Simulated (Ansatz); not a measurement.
Gas-phase electronic energies from Ansatz, PBE0-D4/def2-TZVP geometries. CBS: MP2 limit from def2 TZ/QZ plus the TZ coupled-cluster correction, frozen cores. This one scheme is used for every species. Double bonds are as drawn, so ΔE can hold a change between cis and trans. Functionals use def2-TZVPP. B3LYP here is the variant with VWN-RPA as its local correlation; programs differ in this. One conformer a species, not always the lowest.

`[SiH3]/N=C\[SiH2][SiH3]` + H₂O → `O/C=N/[SiH3]` + `[SiH3][SiH3]`  (formal hydrolysis of a C–Si bond)

`[SiH3]/N=C\[SiH2][SiH3]`:

Z-matrix (Å, degrees):
```
Si
N 1 1.738
H 1 1.483 2 106.9
H 1 1.483 2 107.2 3 117.9
H 1 1.493 2 114.9 3 -120.7
C 2 1.263 1 130.4 3 122.9
Si 6 1.915 2 128.5 1 -0.1
H 6 1.104 2 116.8 1 -178.9
Si 7 2.342 6 109.1 2 -77.0
H 7 1.489 6 107.5 2 163.8
H 7 1.487 6 110.4 2 45.1
H 9 1.487 7 109.5 6 -61.4
H 9 1.487 7 109.7 6 57.9
H 9 1.487 7 110.9 6 178.5
```

H₂O:

Z-matrix (Å, degrees):
```
O
H 1 0.960
H 1 0.960 2 105.1
```

`O/C=N/[SiH3]`:

Z-matrix (Å, degrees):
```
Si
N 1 1.727
H 1 1.484 2 109.0
H 1 1.484 2 109.0 3 118.7
H 1 1.494 2 112.0 3 -120.6
C 2 1.255 1 124.9 3 120.6
O 6 1.335 2 123.3 1 -180.0
H 6 1.096 2 126.9 1 -0.0
H 7 0.969 6 106.6 2 -0.0
```

`[SiH3][SiH3]`:

Z-matrix (Å, degrees):
```
Si
Si 1 2.338
H 1 1.488 2 110.3
H 1 1.488 2 110.3 3 120.0
H 1 1.488 2 110.3 3 -120.0
H 2 1.488 1 110.3 3 59.9
H 2 1.488 1 110.3 3 179.9
H 2 1.488 1 110.3 3 -60.1
```

**Question.** Is it downhill or uphill in electronic energy at CCSD(T)/CBS, and by how much? (An estimate is asked.)

**Answer.** Computed: Downhill: ΔE = -26.8 kJ/mol.

**Question.** What do these levels give: PBE0-D4, B3LYP-D4, ωB97M-V, B2PLYP, PBE, r2SCAN, B3LYP, HF/def2-TZVPP, CCSD(T)/def2-TZVPP, HF/def2-QZVPP, HF/CBS(def2), MP2/CBS(def2)? (An estimate is asked.)

**Answer.** The calculation gave: PBE0-D4 -39.8, B3LYP-D4 -36.1, ωB97M-V -40.5, B2PLYP -45.0, PBE -47.2, r2SCAN -48.1, B3LYP -50.7, HF/def2-TZVPP -61.2, CCSD(T)/def2-TZVPP -34.7, HF/def2-QZVPP -60.0, HF/CBS(def2) -59.9, MP2/CBS(def2) -26.3 kJ/mol.

Largest T1 diagnostic among the species: 0.014.

The D4 term adds +14.5 kJ/mol with B3LYP and +8.5 kJ/mol with PBE0; it sums over pairs of atoms, weighted by their polarisabilities, and B3LYP, whose exchange is more repulsive, gets the larger term. In def2-TZVPP, CCSD(T) changes the Hartree–Fock value by +26.5 kJ/mol (the triples alone add +2.6 kJ/mol) and MP2 by +27.0 kJ/mol.
